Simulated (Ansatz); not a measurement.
Stepwise substitution at one centre (B H-OH). Isolated molecules, 0 K electronic values unless said otherwise. One relaxed conformer stands for each flexible species; it need not be the lowest. Strings in code marks are SMILES.

Quantity: redistribution energy (mixed species minus the weighted end members), in kJ/mol.

Case: 2 of 3 H replaced by OH: `OBO` (H–O–B–O torsion 0°, O–B–O–H torsion 180°). The other species in the difference include `B` (neutral, multiplicity 1). Geometry of `OBO` (neutral, multiplicity 1, Å):

```xyz
6

O      1.3518     0.1532     0.0978
B      0.0187     0.3525    -0.0216
O     -0.8206    -0.7222    -0.0182
H      1.5761    -0.7796     0.1767
H     -0.3823     1.4765    -0.1271
H     -1.7436    -0.4803    -0.1076
```

What redistribution energy (mixed species minus the weighted end members) does frozen-core MP2/cc-pVQZ // PBE0-D4/def2-TZVP (Ansatz, a first-principles code) give?

-27.64 kJ/mol.
